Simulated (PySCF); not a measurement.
Choosing a molecule for a target property.

All species are isolated and taken at one optimised geometry, non-relativistic unless stated. Electronic properties by PySCF.

The conformers computed, where there is a choice (atom-mapped SMILES and torsion angles):
- `[CH3:1][C:2]([CH3:3])([CH3:4])[c:5]1[cH:6][c:7]([F:8])[cH:9][n:10][n:11]1`: C1–C2–C5–C6 180°
- `[CH:1]#[C:2][SiH2:3][C@@H:4]([SiH3:5])[SiH2:6][O:7][CH2:8][CH3:9]`: C2–Si3–C4–Si5 -66°, Si3–C4–Si6–O7 52°, C4–Si6–O7–C8 -171°, Si6–O7–C8–C9 -64°
- `[OH:1][c:2]1[cH:3][cH:4][c:5]([Cl:6])[cH:7][n:8]1`: H–O1–C2–C3 180°
- `[CH2:1]=[CH:2][c:3]1[cH:4][c:5]([S:6][SiH2:7][NH2:8])[n:9][nH:10]1`: C1–C2–C3–C4 -177°, C4–C5–S6–Si7 180°, C5–S6–Si7–N8 175°, H–N8–Si7–S6 31°, H–N8–Si7–S6 176°

(1) Wanted: HOMO–LUMO gap below 5.2 eV (PBE0/pcSseg-1) and smallest rotational constant below 0.8 GHz (GFN2-xTB), at GFN2-xTB geometries. Which candidate meets both?
A. `Oc1ccc(Cl)cn1`
B. `CC(C)(C)c1cc(F)cnn1`
C. `[SiH2](C#C)[C@@H]([SiH3])[SiH2]OCC`
D. `C=Cc1cc(S[SiH2]N)n[nH]1`

(2) Wanted: HOMO energy above -6.5 eV (PBE0/pcSseg-1) and dipole moment above 1 D (PBE0/pcSseg-1), at GFN2-xTB geometries. Which candidate meets both?
A. `C=Cc1cc(S[SiH2]N)n[nH]1`
B. `[SiH2](C#C)[C@@H]([SiH3])[SiH2]OCC`
C. `CC(C)(C)c1cc(F)cnn1`
D. `Oc1ccc(Cl)cn1`

Answers

(1) D. Computed values:
```csv
species,HOMO–LUMO gap,smallest rotational constant
C=Cc1cc(S[SiH2]N)n[nH]1,5.03 eV,0.395 GHz
CC(C)(C)c1cc(F)cnn1,5.32 eV,0.638 GHz
Oc1ccc(Cl)cn1,5.81 eV,0.863 GHz
[SiH2](C#C)[C@@H]([SiH3])[SiH2]OCC,8.03 eV,0.473 GHz
```

(2) A. Computed values:
```
                           species  HOMO energy  dipole moment
[SiH2](C#C)[C@@H]([SiH3])[SiH2]OCC     -8.04 eV         1.59 D
                     Oc1ccc(Cl)cn1     -6.97 eV         0.84 D
               CC(C)(C)c1cc(F)cnn1     -6.77 eV         2.93 D
           C=Cc1cc(S[SiH2]N)n[nH]1     -6.19 eV         2.27 D
```
